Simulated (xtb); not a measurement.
Re(O)3(OH) (HO4Re), SMILES [O]=[Re]([OH])(=[O])=[O], multiplicity 1. All values are semi-empirical tight-binding results from xtb (GFN2-xTB unless named), good for trends rather than for accurate numbers. The structure is a stationary point at GFN2-xTB. The multiplicity is an assumed one; no other spin state was optimised. The isomer is the one that the SMILES or the coordinates give; other isomers of the formula were not compared. Other conformers were not sampled.

Optimised geometry:

Bonded distances (Å): Re1–O2 1.667, Re1–O3 1.667, Re1–O4 1.667, Re1–O5 1.766, O5–H6 0.956. Bond angles (°): O2–Re1–O3 105.5, O2–Re1–O4 105.5, O2–Re1–O5 113.2, O3–Re1–O4 105.5, O3–Re1–O5 113.2, O4–Re1–O5 113.2, Re1–O5–H6 180.0.

For metal compounds this method's bond lengths and energies can be far off.

The point group as xtb finds it is C3v. The orbital gap is 3.89 eV and the zero-point energy comes out as 12.4 kcal/mol. The G − E(el) at 298.15 K (modified RRHO) is -6.6 kcal/mol.

Computed atomic charges and the Wiberg bond orders between heavy atoms:
charges (e) Re1 1.00, O2 -0.31, O3 -0.31, O4 -0.31, O5 -0.43, H6 0.36. Bond orders Re1–O2 2.07, Re1–O3 2.07, Re1–O4 2.07, Re1–O5 1.23.
